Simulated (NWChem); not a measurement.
ethylenediamine (C$_{2}$H$_{8}$N$_{2}$); SMILES C(N)CN

Program: NWChem. Each level has its own optimisation; frequencies are unscaled. One conformer.

| level | r C–N (Å) | r H–N (Å) | r C–C (Å) | highest harmonic frequency (cm⁻¹) | lowest (cm⁻¹) | zero-point energy (kcal/mol) | dipole (D) |
|---|---|---|---|---|---|---|---|
| B3LYP/3-21G | 1.480 | 1.024 | 1.537 | 3499 | 144 | 68.8 | 1.85 |
| Hartree-Fock/3-21G | 1.471 | 1.004 | 1.530 | 3774 | 159 | 73.6 | 1.71 |
| PBE-D3(BJ)/def2-SVP | 1.460 | 1.028 | 1.529 | 3487 | 142 | 67.3 | 1.93 |
